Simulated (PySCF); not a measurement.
Computed properties of 3-methylbut-1-ene (C5H10), SMILES C(C(C)C)=C

3-methylbut-1-ene (C₅H₁₀), SMILES C=CC(C)C. Coordinates come from a PBE0-D3(BJ)/def2-SVP optimisation. The values are those of a single conformer. All values are computed for the isolated molecule unless a solvent is named; none is compared with measurement here.

**Structure.** All 39 harmonic modes at PBE0-D3(BJ)/def2-SVP (PySCF) are real, so it is a minimum. With heavy atoms numbered as in [CH2:1]=[CH:2][CH:3]([CH3:4])[CH3:5], the shortest bond between them is C1–C2 at 1.334 Å and the longest C3–C4 at 1.531 Å.

**Vibrations.** The strongest infrared lines (harmonic, unscaled, degenerate partners summed) lie at 941 cm⁻¹ (37 km/mol, H 72 %, C 28 %), 3048 cm⁻¹ (26 km/mol, H 97 %), 3150 cm⁻¹ (26 km/mol, H 92 %). The softest mode is at 116 cm⁻¹ and the zero-point energy is 85.9 kcal/mol.

**Electronic structure.** r2SCAN/def2-TZVP (PySCF) places the frontier levels at -6.41 and -0.40 eV, a gap of 6.01 eV, and gives a dipole moment of 0.48 D and a mean polarisability of 62.9 bohr³. PBE/def2-TZVP (PySCF) at the same geometry gives -6.22 and -0.65 eV, so its gap is 0.44 eV narrower. An orbital gap is neither the optical nor the fundamental gap.

**Excitations.** TDA-CAM-B3LYP/def2-SVPD (PySCF) has S1 at 7.23 eV (171 nm, f = 0.063, bright); the most intense of the 10 singlets computed lies at 7.82 eV (f = 0.48). T1 (TDA) is at 4.42 eV, 2.81 eV under S1. TDA-PBE/def2-SVPD (PySCF) puts S1 at 6.40 eV. No vertical singlet excitation falls in the visible range (under 3.1 eV).

**NMR.** GIAO shifts at PBE0/pcSseg-1 (PySCF) (non-relativistic, atoms alike by connectivity averaged): ¹³C from 23.6 to 156.4 ppm against TMS; ¹H from 1.3 to 6.5 ppm against TMS.

**Solvation.** SMD-ωB97X/def2-SVP (PySCF) gives 1.8 kcal/mol in water, -2.3 kcal/mol in ethanol, -2.0 kcal/mol in cyclohexanone (1 M in both phases, gas-phase geometry); of these solvents ethanol holds the molecule best.
